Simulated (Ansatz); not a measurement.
`[F][Hf]([F])([SH])[SH]` + H₂O → `[OH][Hf]([F])([F])[SH]` + H₂S  (formal hydrolysis of the Hf–S bond)

Calculated with Ansatz (gas phase, PBE0-D4/def2-TZVP geometries, no zero-point term in ΔE). CCSD(T)/CBS adds triple-zeta CCSD(T) − MP2 to the extrapolated MP2 energy (def2 sets, frozen cores). This one scheme is used for every species. DFT in def2-TZVPP. B3LYP here is the variant with VWN-RPA as its local correlation; programs differ in this. HSE06 is defined as in plane-wave codes. def2 core potentials past Kr. For Hf outer-core shells are correlated without core-valence functions, which leaves a few kJ/mol of doubt a bond. One conformer a species, not always the lowest.

| level | ΔE (kJ/mol) | difference from CCSD(T)/CBS |
| --- | --- | --- |
| BLYP-D4 | -47.7 | -6.0 |
| B97M-V | -43.7 | -2.0 |
| B3LYP-D4 | -47.5 | -5.8 |
| CAM-B3LYP-D4 | -56.0 | -14.3 |
| ωB97X-V | -50.9 | -9.2 |
| ωB97M-V | -48.1 | -6.4 |
| revPBE | -39.8 | 1.9 |
| BLYP | -51.8 | -10.1 |
| r2SCAN | -43.3 | -1.6 |
| HSE06 | -39.7 | 2.0 |
| CAM-B3LYP | -58.6 | -16.9 |
| RPA@PBE/def2-TZVPP | -44.3 | -2.6 |
| CCSD/def2-SVP | -68.8 | -27.1 |
| HF/def2-TZVPP | -56.5 | -14.8 |
| SCS-MP2/def2-QZVPP | -45.6 | -3.9 |
| HF/CBS(def2) | -56.2 | -14.5 |
| CCSD(T)/CBS | -41.7 | 0 |

Largest T1 diagnostic among the species: 0.016.

The D4 term adds +3.9 kJ/mol with B3LYP and +2.3 kJ/mol with PBE0; it sums over pairs of atoms, weighted by their polarisabilities, and B3LYP, whose exchange is more repulsive, gets the larger term. At CCSD(T), def2-SVP lies −24.1 kJ/mol from the extrapolated value and def2-TZVPP −2.4 kJ/mol. In def2-TZVPP, CCSD(T) changes the Hartree–Fock value by +12.5 kJ/mol (the triples alone add +4.0 kJ/mol) and MP2 by +15.4 kJ/mol.
